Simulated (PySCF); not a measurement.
F₄Se, charge +1, multiplicity 2. Atoms are numbered in the order given.

```xyz
5

Se     0.0000     0.0000     0.2051
F     -1.2805     0.0000    -0.8573
F      0.0000    -1.7179     0.4698
F      1.2805     0.0000    -0.8573
F      0.0000     1.7179     0.4698
```
Charge +1, spin multiplicity 2.

Coordinates come from a PBE0-D3(BJ)/def2-SVP optimisation. The multiplicity is an assumed one; other spin states were not compared. The isomer is the one that the SMILES or the coordinates give; other isomers of the formula were not compared.

The numbers are results of PySCF with TDA-PBE0/def2-SVPD, not measurements.

Vertical excitations. Gas-phase values at a fixed geometry.

```
state    energy (eV)  λ (nm)      f                              main pairs
-------  -----------  ------  -----  --------------------------------------
root 1          3.38     367  0.000                        β HOMO→LUMO 93 %
root 2          3.47     357  0.008                      β HOMO−1→LUMO 97 %
root 3          3.58     347  0.003                      β HOMO−2→LUMO 90 %
root 4          3.81     325  0.002                      β HOMO−3→LUMO 98 %
root 5          4.95     250  0.000                      β HOMO−5→LUMO 91 %
root 6          5.12     242  0.069                      β HOMO−4→LUMO 91 %
root 7          5.49     226  0.008                      β HOMO−6→LUMO 94 %
root 8          5.53     224  0.000                      β HOMO−7→LUMO 93 %
root 9          6.06     205  0.037                        α HOMO→LUMO 96 %
root 10         7.08     175  0.009  α HOMO→LUMO+1 61 %, β HOMO−8→LUMO 33 %
```
Unrestricted roots are not spin-pure.
